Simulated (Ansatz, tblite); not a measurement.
Cost and result up the ladder for cyclo-(F2SiCH2)4 (C₄H₈F₈Si₄) (24 atoms). Charge 0, multiplicity 1. Geometry: r2SCAN-D4/def2-SVP.

Cartesian coordinates in Å:
```
Si -0.574 -1.324 1.548
F -1.344 -2.081 2.754
F 0.795 -2.161 1.293
C -1.627 -1.423 0.021
Si -1.873 0.116 -0.979
F -3.140 -0.100 -1.963
F -2.307 1.283 0.065
C -0.438 0.724 -1.989
Si 1.218 -0.065 -1.730
F 0.981 -1.672 -1.794
F 2.170 0.298 -2.987
C 2.128 0.341 -0.163
Si 1.229 1.274 1.161
F 0.530 2.550 0.436
F 2.313 1.884 2.196
C -0.064 0.359 2.131
H -1.210 -2.221 -0.620
H -2.630 -1.756 0.346
H -0.703 0.563 -3.051
H -0.358 1.814 -1.834
H 2.520 -0.606 0.251
H 3.000 0.958 -0.450
H -0.952 1.012 2.203
H 0.334 0.233 3.155
```

Ansatz on 2 threads of AMD EPYC 7R13 on a shared host and a share (18 GiB) of an NVIDIA H100 80GB HBM3; xTB runs through tblite on one thread. Times are rough, summed over both states, and most runs start from the orbitals of an earlier one. PBE0-D4/def2-TZVP serves as the yardstick here, not as an exact answer. The other state is a triplet.

The xTB rows come from tblite. Single mean-field runs in def2-TZVP are fitted with def2-universal-jkfit.

xTB has no spin-polarisation term.

```csv
level,functions,wall time,vertical triplet (eV),difference from PBE0-D4/def2-TZVP (eV)
GFN1-xTB,100,0.089 s,7.09,-0.19
GFN2-xTB,92,0.11 s,6.75,-0.54
PBE-D4/def2-TZVP,568,12 s,6.40,-0.88
r2SCAN-D4/def2-TZVP,568,17 s,6.84,-0.44
PBE0-D4/def2-TZVP (with forces),568,19 s,7.28,0.00
```
